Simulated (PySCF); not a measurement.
C2H5Se, SMILES CC[Se] (connectivity only; charge and spin as stated), charge -1, multiplicity 1. Coordinates come from a PBE-D3(BJ)/def2-SVPD optimisation. The multiplicity is an assumed one; other spin states were not compared. The isomer is the one that the SMILES or the coordinates give; other isomers of the formula were not compared.

These are PBE-D3(BJ)/def2-SVPD (PySCF 2.14.0) values and carry that method's errors.

Harmonic wavenumbers (cm⁻¹): 246, 273, 543, 711, 926, 932, 1023, 1160, 1197, 1302, 1388, 1392, 1410, 2874, 2938, 2978, 2990, 3032. Rotational constants (GHz): 30.25, 3.587, 3.342; symmetry number 1.

**Question.** Work out the zero-point energy and the ideal-gas rigid-rotor harmonic-oscillator thermochemistry at 298.15 K and 1 atm.

**Answer.** ZPE = ½ Σ hcν = ½ × 27313 cm⁻¹ = 163.37 kJ/mol. H − E(el) = 177.10 kJ/mol. Entropy in J/(mol K): translation 167.14, rotation 101.66, vibration 19.65, total 288.46. G − E(el) = 91.09 kJ/mol. Cp = 65.23 J/(mol K).
